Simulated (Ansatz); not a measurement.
Born–Oppenheimer molecular dynamics of CH4F2OSi2 (10 atoms, charge 0, multiplicity 1). It starts from a relaxed structure.

The calculation used RKS CAM-B3LYP/STO-3G in Ansatz 0.2.0.

* ensemble: NVE (velocity Verlet)
* time step: 0.5 fs
* steps asked: 250
* starting velocities drawn for: 300 K
* seed: 137387

Frames 10 fs apart, positions in Å, forces in eV/Å.

Velocities at 0.0 fs (Å/ps):

```
O 3.21 0.76 -1.28
C -7.15 -2.82 -4.43
Si 2.49 -3.37 -2.29
F -0.95 1.55 -1.00
F 0.29 0.62 3.43
Si 1.69 2.49 2.89
H -6.14 6.78 6.49
H -13.08 -20.38 5.98
H -13.51 23.77 14.65
H -36.91 -5.08 -16.54
```

```xyz
10
Properties=species:S:1:pos:R:3:forces:R:3 time_fs=0.0 energy_less_start_eV=0.000 T=300
O 1.313 -1.823 -0.938 0.00 0.01 0.00
C 0.804 -0.829 -1.504 0.00 0.00 0.00
Si -0.222 0.530 -0.607 0.00 0.00 0.00
F -1.684 0.605 -1.339 0.00 0.00 0.00
F 0.473 1.973 -0.949 0.00 0.00 0.00
Si -0.364 0.119 1.617 0.00 0.00 0.00
H 0.943 -0.700 -2.614 0.00 0.00 0.00
H -1.001 -1.149 1.850 0.00 0.00 0.00
H 0.950 0.085 2.203 0.00 0.00 0.00
H -1.129 1.138 2.284 0.00 0.00 0.00
10
Properties=species:S:1:pos:R:3:forces:R:3 time_fs=10.0 energy_less_start_eV=0.136 T=169
O 1.338 -1.808 -0.960 -0.10 -0.24 -0.07
C 0.751 -0.864 -1.534 0.73 0.29 -0.27
Si -0.203 0.501 -0.625 -0.77 0.66 0.68
F -1.688 0.620 -1.346 0.48 -0.06 0.28
F 0.475 1.975 -0.915 -0.02 -0.42 -0.11
Si -0.363 0.138 1.643 0.51 1.07 -0.86
H 0.888 -0.710 -2.645 -0.13 -0.26 0.08
H -0.918 -1.120 1.867 -0.26 -1.34 0.27
H 0.874 0.312 2.390 -0.39 -0.06 -0.29
H -1.362 1.046 2.102 -0.04 0.37 0.31
10
Properties=species:S:1:pos:R:3:forces:R:3 time_fs=20.0 energy_less_start_eV=0.112 T=192
O 1.359 -1.804 -0.985 0.05 -0.02 -0.07
C 0.745 -0.884 -1.573 0.14 -0.20 -0.11
Si -0.206 0.491 -0.624 0.05 0.40 0.50
F -1.671 0.632 -1.341 -0.03 -0.08 0.05
F 0.478 1.959 -0.887 0.10 -0.15 -0.17
Si -0.378 0.159 1.648 0.55 1.00 -0.32
H 0.727 -0.883 -2.709 -0.07 0.16 0.37
H -0.676 -1.187 1.928 -0.36 -0.84 0.22
H 0.765 0.525 2.479 -0.22 -0.11 -0.60
H -1.444 1.024 2.069 -0.20 -0.15 0.14
10
Properties=species:S:1:pos:R:3:forces:R:3 time_fs=30.0 energy_less_start_eV=0.095 T=209
O 1.385 -1.807 -1.014 0.34 -0.12 -0.28
C 0.743 -0.907 -1.596 -0.97 0.28 0.41
Si -0.209 0.493 -0.606 0.26 -0.43 -0.02
F -1.656 0.640 -1.333 -0.40 -0.06 -0.20
F 0.486 1.936 -0.868 0.35 0.42 -0.20
Si -0.398 0.181 1.640 -0.17 -0.43 0.29
H 0.529 -0.967 -2.714 0.35 0.06 0.40
H -0.505 -1.225 2.017 0.08 0.50 -0.20
H 0.762 0.745 2.294 -0.19 -0.08 -0.05
H -1.589 0.851 2.139 0.35 -0.12 -0.15
10
Properties=species:S:1:pos:R:3:forces:R:3 time_fs=40.0 energy_less_start_eV=0.142 T=164
O 1.425 -1.809 -1.060 -0.24 0.33 -0.02
C 0.691 -0.923 -1.562 0.38 -0.41 -0.30
Si -0.207 0.484 -0.589 -0.59 0.05 -0.43
F -1.658 0.645 -1.333 -0.03 -0.03 -0.07
F 0.510 1.930 -0.858 0.21 -0.05 -0.14
Si -0.417 0.198 1.631 -0.24 -1.62 0.44
H 0.515 -0.963 -2.690 -0.06 0.21 0.53
H -0.298 -1.231 2.045 -0.01 1.25 -0.39
H 0.692 0.936 2.126 0.23 0.20 0.58
H -1.669 0.688 2.179 0.34 0.06 -0.20
10
Properties=species:S:1:pos:R:3:forces:R:3 time_fs=50.0 energy_less_start_eV=0.150 T=156
O 1.459 -1.804 -1.104 -0.01 -0.25 0.26
C 0.656 -0.945 -1.518 0.12 0.78 -1.12
Si -0.221 0.476 -0.583 -0.15 0.69 0.07
F -1.663 0.648 -1.338 -0.01 0.00 -0.09
F 0.543 1.921 -0.857 -0.13 -0.63 -0.14
Si -0.426 0.206 1.629 0.28 -0.79 0.57
H 0.441 -0.859 -2.637 0.10 -0.42 0.44
H -0.048 -1.154 2.027 -0.49 0.62 -0.13
H 0.506 1.074 2.253 0.46 0.32 0.21
H -1.701 0.627 2.142 -0.19 -0.32 -0.07
10
Properties=species:S:1:pos:R:3:forces:R:3 time_fs=60.0 energy_less_start_eV=0.091 T=212
O 1.484 -1.798 -1.135 -0.36 0.60 0.35
C 0.650 -0.938 -1.515 0.15 -0.64 -1.08
Si -0.238 0.489 -0.577 0.46 0.08 0.08
F -1.669 0.652 -1.347 -0.08 0.04 -0.03
F 0.572 1.885 -0.862 -0.03 -0.04 -0.22
Si -0.424 0.218 1.647 -0.26 0.16 0.16
H 0.327 -1.000 -2.613 0.06 0.17 0.54
H -0.029 -1.081 2.043 0.31 -0.59 0.14
H 0.353 1.179 2.382 0.01 0.06 -0.05
H -1.797 0.340 2.022 -0.26 0.16 0.12
10
Properties=species:S:1:pos:R:3:forces:R:3 time_fs=70.0 energy_less_start_eV=0.158 T=148
O 1.497 -1.771 -1.145 0.17 0.16 0.04
C 0.648 -0.952 -1.553 -1.13 0.14 -0.03
Si -0.242 0.502 -0.569 0.31 -0.93 -0.21
F -1.677 0.657 -1.357 0.25 0.06 0.23
F 0.600 1.849 -0.879 0.23 0.70 -0.28
Si -0.432 0.220 1.679 -0.39 1.11 -0.41
H 0.183 -1.091 -2.588 0.43 0.06 0.32
H 0.083 -1.021 2.051 0.68 -1.04 0.40
H 0.193 1.297 2.449 -0.33 -0.49 -0.35
H -1.837 0.136 1.935 -0.22 0.22 0.29
10
Properties=species:S:1:pos:R:3:forces:R:3 time_fs=80.0 energy_less_start_eV=0.101 T=202
O 1.510 -1.725 -1.152 -0.28 0.25 -0.06
C 0.598 -0.968 -1.564 0.18 -0.18 0.11
Si -0.235 0.490 -0.568 -0.07 -0.14 -0.31
F -1.674 0.666 -1.355 0.32 0.14 0.32
F 0.637 1.840 -0.909 -0.20 -0.12 -0.01
Si -0.453 0.210 1.701 -0.20 1.03 -0.07
H 0.204 -1.125 -2.623 0.04 0.18 0.41
H 0.336 -0.908 2.109 -0.05 -0.32 0.20
H -0.006 1.381 2.463 -0.04 -0.52 -0.54
H -1.857 0.079 2.038 0.30 -0.33 -0.06
10
Properties=species:S:1:pos:R:3:forces:R:3 time_fs=90.0 energy_less_start_eV=0.130 T=175
O 1.516 -1.672 -1.160 0.19 -0.47 0.09
C 0.554 -0.980 -1.546 0.28 0.47 -0.34
Si -0.229 0.471 -0.575 0.00 0.51 0.42
F -1.657 0.682 -1.339 -0.17 0.21 0.01
F 0.665 1.827 -0.939 -0.50 -0.71 0.24
Si -0.475 0.205 1.711 0.50 -0.72 -0.02
H 0.172 -1.088 -2.608 -0.05 -0.17 0.27
H 0.446 -0.820 2.234 -0.47 0.61 -0.42
H -0.109 1.456 2.325 -0.16 -0.04 0.08
H -1.807 -0.204 2.144 0.38 0.31 -0.32
10
Properties=species:S:1:pos:R:3:forces:R:3 time_fs=100.0 energy_less_start_eV=0.121 T=184
O 1.528 -1.641 -1.165 0.17 -0.25 -0.10
C 0.542 -0.967 -1.534 0.17 -0.38 -0.11
Si -0.225 0.467 -0.570 -0.26 0.29 0.56
F -1.648 0.709 -1.321 -0.37 0.16 -0.08
F 0.670 1.784 -0.959 -0.04 0.05 0.18
Si -0.484 0.200 1.705 0.95 -1.28 -0.50
H 0.044 -1.186 -2.524 0.10 -0.06 0.06
H 0.562 -0.693 2.258 -0.73 0.70 -0.43
H -0.324 1.490 2.255 -0.02 0.62 0.53
H -1.761 -0.360 2.078 0.03 0.16 -0.12
10
Properties=species:S:1:pos:R:3:forces:R:3 time_fs=110.0 energy_less_start_eV=0.116 T=188
O 1.553 -1.625 -1.175 0.27 -0.02 -0.09
C 0.540 -0.980 -1.525 -0.11 -0.70 0.53
Si -0.229 0.472 -0.548 -0.50 -0.18 -0.48
F -1.656 0.743 -1.306 -0.10 0.02 0.13
F 0.675 1.744 -0.970 0.45 0.81 0.03
Si -0.482 0.198 1.682 0.33 -0.18 -0.26
H -0.031 -1.327 -2.427 -0.04 0.17 -0.24
H 0.651 -0.505 2.237 -0.31 -0.08 0.02
H -0.603 1.447 2.335 0.15 0.69 0.24
H -1.737 -0.435 1.921 -0.13 -0.53 0.11
```

Of the whole run (125 fs, mean temperature of the second half 181 K): The conserved energy stayed within 0.093 meV per atom of its start (net change 0.068 meV per atom), so the integration is sound. A run of 0.12 ps of so small a system gives no equilibrium averages. Limits of this set-up: minimal basis.

Run time: 9.2 min on 1 thread of Intel(R) Xeon(R) 6975P-C (Granite Rapids) (shared host), peak memory 0.22 GiB.
